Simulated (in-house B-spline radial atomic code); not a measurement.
# The arsenic ion As⁶⁺: [Ar] 3d9

Level of theory: non-relativistic RPBE, spin-polarised, spherical fractional occupations, point nucleus; calculated with a B-spline radial code for spherical atoms.

Z_r = [3n² - l(l+1)]/(2<r>); Z_e = n√(-2ε); the last column is Slater's effective charge. Values are occupation-weighted means over spin.

```csv
shell,electrons,ε (eV),<r> (bohr),Z_r,Z_e,Slater
1s,2,-11642,0.04637,32.35,29.25,32.70
2s,2,-1548,0.2066,29.04,21.33,28.85
2p,6,-1394.7,0.1788,27.97,20.25,28.85
3s,2,-280.53,0.6018,22.43,13.62,21.75
3p,6,-228.51,0.6106,20.47,12.29,21.75
3d,9,-137.14,0.632,16.61,9.52,12.20
```

The least bound orbital is 3d down at -136.3 eV, and it is also the most diffuse (<r> = 0.6334 bohr).
